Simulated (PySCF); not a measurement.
C2H6F2GeSi, SMILES F[SiH](F)/C=[CH]/[GeH3] (PBE0/def2-SVP optimised geometry):

```
12

Si    -0.200     2.261     0.000
F     -1.813     2.159     0.046
F      0.264     3.041     1.338
C      0.472     0.539    -0.008
C     -0.342    -0.531     0.000
Ge     0.275    -2.379     0.000
H      0.186     3.107    -1.153
H      1.561     0.391    -0.020
H     -1.428    -0.361     0.011
H      1.813    -2.379     0.000
H     -0.255    -3.106     1.249
H     -0.252    -3.107    -1.250
```

Level of theory: PBE0/def2-TZVP (PySCF).

### Question
What are the frontier orbital energies and the dipole moment?

### Answer
HOMO-2 -9.77 eV, HOMO-1 -8.64 eV, HOMO -8.49 eV, LUMO -1.39 eV, LUMO+1 0.47 eV; dipole moment 2.06 D.

On the same geometry PBE/def2-TZVP run with PySCF 2.14.0 gives HOMO-2 -8.44 eV, HOMO-1 -7.39 eV, HOMO -7.31 eV, LUMO -2.34 eV, LUMO+1 -0.41 eV; dipole moment 1.92 D.

Meta-Löwdin charges at PBE0/def2-TZVP: Si1 1.32, F2 -0.50, F3 -0.50, C4 -0.39, C5 -0.26, Ge6 0.35, H7 -0.12, H8 0.13, H9 0.13, H10 -0.06, H11 -0.05, H12 -0.05.
